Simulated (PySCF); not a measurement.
Gas-phase reaction: 2 GaI₃ + GaF₃ ⇌ 3 GaF + 3 I₂

Energies from PySCF, thermal terms from the rigid-rotor harmonic-oscillator model, ideal gas at 1 bar. † marks an energy on the PBE0/def2-TZVP geometry and frequencies; other levels use their own. MP2 freezes the core. All species are closed-shell singlets. I: scalar-relativistic def2 core potential, no spin-orbit coupling. Ga: all electrons, no relativistic terms. MP2 isn't extrapolated to the basis-set limit; its ΔH°(298 K) is 835.8 kJ in def2-SVP and 819.3 kJ in def2-TZVPP. The harmonic model lacks anharmonicity and excited electronic states, which grow with temperature; levels with a mode under 35 cm⁻¹ are left out. Soft modes under 120 cm⁻¹ make the harmonic entropy rough for GaI₃.

| level | ΔE electronic, kJ | ΔH°(298 K), kJ | ΔS°(298 K), J/K | ΔG°(1800 K), kJ |
|---|---|---|---|---|
| MP2/def2-SVP† | 847 | 836 | 401 | 152 |
| MP2/def2-TZVPP† | 830 | 819 | 401 | 135 |
| PBE/def2-SVP | 645 | 635 | 397 | -43 |
| PBE/def2-TZVP† | 600 | 589 | 401 | -95 |
| ωB97M-V/def2-TZVP† | 649 | 638 | 401 | -46 |
ΔH° is lowest at PBE/def2-TZVP† and highest at MP2/def2-SVP†. No reference value is set beside these.
